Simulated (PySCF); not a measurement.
**Cl⁻ (chlorine, charge -1): UHF calculation**

Configuration: [Ar], closed-shell 1S. Calculation: PySCF 2.14, in aug-cc-pV(Q+d)Z (7s6p5d3f2g, 89 functions); the non-relativistic Hamiltonian (point nucleus).

| Property | Result |
| --- | --- |
| Total energy | -459.576353 hartree |
| One-electron energy | -641.1401 hartree |
| Hartree (Coulomb) energy | 209.3131 hartree |
| Exchange energy | -27.7493 hartree |
| Kinetic energy | 459.58646 hartree |
| ⟨S²⟩ | 0.0000 |
| ⟨L²⟩ | 0.000 |
| Sum of ⟨r⟩ | 18.88 bohr |
| Sum of ⟨r²⟩ | 38.42 bohr² |
| Density at the nucleus (Gaussians lack the cusp) | 3180 bohr⁻³ |
| Langevin diamagnetic susceptibility | -30.4 ×10⁻⁶ cm³/mol |

| shell | electrons | mean orbital energy (eV) | rms radius, mean of both spins (bohr) |
| --- | --- | --- | --- |
| 1s | 2 | -2843.7 | 0.106 |
| 2s | 2 | -278.36 | 0.481 |
| 2p | 6 | -209.41 | 0.452 |
| 3s | 2 | -19.957 | 1.74 |
| 3p | 6 | -4.090 | 2.26 |
